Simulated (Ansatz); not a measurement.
Calculated with Ansatz (gas phase, PBE0-D4/def2-TZVP geometries, no zero-point term in ΔE). CBS: MP2 limit from def2 TZ/QZ plus the TZ coupled-cluster correction, frozen cores. This one scheme is used for every species. Functionals use def2-TZVPP. B3LYP here is the variant with VWN-RPA as its local correlation; programs differ in this. One conformer a species, not always the lowest.

Reaction (redistribution): `C[SiH2][SiH](O)O` + `CC1=C[SiH2]1` → `O[SiH](O)[SiH3]` + `CCC1=C[SiH2]1`

`C[SiH2][SiH](O)O`:

Cartesian coordinates in Å:
```
C 1.803 -1.181 0.385
Si 0.426 -0.133 1.109
Si -1.124 0.469 -0.534
O -0.220 1.056 -1.782
O -2.158 1.588 0.098
H 2.310 -0.637 -0.415
H 2.541 -1.439 1.148
H 1.408 -2.109 -0.034
H 0.981 1.107 1.721
H -0.289 -0.883 2.182
H -1.961 -0.662 -1.048
H -0.654 1.239 -2.617
H -3.063 1.586 -0.214
```

`CC1=C[SiH2]1`:

```xyz
10

C    -0.617   -0.625    1.314
C    -0.107   -0.011    0.070
C    -0.573    0.745   -0.923
Si    1.173    0.362   -1.162
H    -1.675   -0.402    1.475
H    -0.488   -1.711    1.282
H    -0.047   -0.269    2.176
H    -1.529    1.191   -1.172
H     1.625   -0.646   -2.153
H     2.237    1.365   -0.908
```

`O[SiH](O)[SiH3]`:

Cartesian coordinates in Å:
```
O 0.346 1.683 -1.006
Si 0.717 0.356 -0.103
O 1.351 -0.872 -1.000
Si -1.177 -0.578 0.914
H -0.352 1.594 -1.658
H 1.720 0.877 0.861
H 2.206 -0.728 -1.411
H -2.185 -0.938 -0.123
H -1.797 0.409 1.840
H -0.829 -1.801 1.685
```

`CCC1=C[SiH2]1`:

Cartesian coordinates in Å:
```
C -0.518 1.791 0.512
C 0.160 0.935 -0.544
C 0.186 -0.510 -0.217
C -0.226 -1.300 0.775
Si 0.584 -2.254 -0.523
H -0.512 2.845 0.227
H -1.558 1.486 0.654
H -0.011 1.699 1.475
H 1.192 1.267 -0.707
H -0.332 1.057 -1.516
H -0.740 -1.157 1.718
H 1.962 -2.783 -0.364
H -0.188 -3.075 -1.489
```

```
             level  ΔE (kJ/mol)  difference from CCSD(T)/CBS
            PBE-D4         34.4                          1.5
            B2PLYP         33.8                          0.9
               PBE         34.7                          1.8
             B3LYP         34.6                          1.7
     HF/def2-TZVPP         30.4                         -2.5
    MP2/def2-TZVPP         32.6                         -0.3
SCS-MP2/def2-TZVPP         30.6                         -2.3
    MP2/def2-QZVPP         33.8                          0.9
SCS-MP2/def2-QZVPP         31.9                         -1.0
     MP2/CBS(def2)         34.7                          1.8
       CCSD(T)/CBS         32.9                            0
```

Largest T1 diagnostic among the species: 0.013.
